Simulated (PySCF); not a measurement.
An unknown shows these calculated signals:

1H NMR (400 MHz, computed): δ 7.26 (m, 1H), 4.13 (m, 1H), 4.03 (m, 1H), 2.33 (m, 2H), 1.81 (m, 2H), 1.25 (m, 2H), 0.99 (m, 2H).

13C{1H} NMR (computed): δ 29.3 (CH2), 2.6 (CH2).

[PySCF 2.14: PBE0/pcSseg-1 with gauge-including orbitals; coordinates at the GFN2-xTB level; no solvent model; fast rotation and ring inversion assumed for equivalent nuclei; a single conformation; non-relativistic Hamiltonian]

δ = σ(ref) − σ, references computed at the same level: TMS for 1H, 13C.

Problem. Which of these does the molecule contain: an NH or NH2 group, a nitrile, a Si–H bond, a non-aromatic C=C double bond?

Solution. 
- An NH or NH2 group: no.
- A nitrile: no.
- A Si–H bond: yes (δH 4.13 (m), 4.03 (m)).
- A non-aromatic C=C double bond: no.

The data belong to `C1C[PH](=O)CC[SiH2]1`, C4H11OPSi; they needn't prove each group on their own.

Carbon signals by region: 2 below 50 ppm.

Splittings by 31P in the carbon and heteronuclear signals aren't shown, as no couplings were computed. Shifts are as computed. Against solution values, carbons near 30 ppm lie about +3 ppm off and those near 130 ppm about +5 ppm. Of 1211 compounds with measured shifts, 218 miss one by over three times the rms of a fit or turn the order of signals round; such compounds aren't used in these exercises. No couplings were computed; multiplicities are counted from neighbouring protons, with m where these are inequivalent, close in shift, in a saturated or five-membered ring or joined by F or P, and br s for small geminal =CH2 splittings.
